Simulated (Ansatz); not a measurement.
Reactions of `[SiH3]O[Si](Cl)(Cl)Cl`.

Isolated molecules relaxed with PBE0-D4/def2-TZVP in Ansatz; ΔE leaves out vibrations. CBS: MP2 limit from def2 TZ/QZ plus the TZ coupled-cluster correction, frozen cores. DFT in def2-TZVPP. Elements past krypton have def2 core potentials. For Br, Sn outer-core shells are correlated without core-valence functions, which leaves a few kJ/mol of doubt a bond. Scalar relativity is left out up to krypton. One conformer a species, not always the lowest.

| reaction | HF/CBS(def2) (kJ/mol) | ωB97X-V (kJ/mol) | CCSD(T)/CBS(def2) (kJ/mol) |
| --- | --- | --- | --- |
| `[SiH3]O[Si](Cl)(Cl)Cl` + CH₃NH₂ → `CN[Si](Cl)(Cl)Cl` + silanol | 69 | 52 | 53 |
| `[SiH3]O[Si](Cl)(Cl)Cl` + HBr → `Cl[Si](Cl)(Cl)Br` + silanol | 65 | 45 | 43 |
| `[SiH3]O[Si](Cl)(Cl)Cl` + `B[SiH](Cl)[SnH3]` → `Cl[Si](Cl)(Cl)[SnH3]` + `B[SiH](Cl)O[SiH3]` | -45 | 4 | 17 |
| `[SiH3]O[Si](Cl)(Cl)Cl` + `FC1NCO1` → `FC1OCN1[SiH3]` + `O[Si](Cl)(Cl)Cl` | 72 | 56 | 57 |

Largest T1 diagnostic: 0.013, for `B[SiH](Cl)[SnH3]`.
